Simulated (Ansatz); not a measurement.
A run of Ansatz (development build ahead of 0.2.0) on singlet Na2S2 at this shape:

```csv
atom,x (Å),y (Å),z (Å)
Na,0.0000,0.0000,3.2071
Na,0.0000,0.0000,-3.2071
S,0.0000,0.0000,8.4428
S,0.0000,0.0000,-8.4428
```

Its results:

```
Converged                       : yes
Total energy                    : -1120.72126 hartree
Spin squared of the determinant : 2.137
Stability test                  : minimum
```

Problem. Which input gives this output? Name the method, the orbitals and the basis set, and write the input.

Solution. r²SCAN (unrestricted) in pcseg-2.

```yaml
crystal:
  periodic: [false, false, false]
  atoms:
    - { symbol: Na, position_ang: [0.0, 0.0, 3.2071] }
    - { symbol: Na, position_ang: [0.0, 0.0, -3.2071] }
    - { symbol: S, position_ang: [0.0, 0.0, 8.4428] }
    - { symbol: S, position_ang: [0.0, 0.0, -8.4428] }
basis:
  gaussian: { orbitals: pcseg-2 }
magnetization:
  spin_polarized: true
hamiltonian:
  xc: r2scan
```

Caution: charge can spread falsely over distant fragments; the unrestricted determinant is a mixture of spin states.
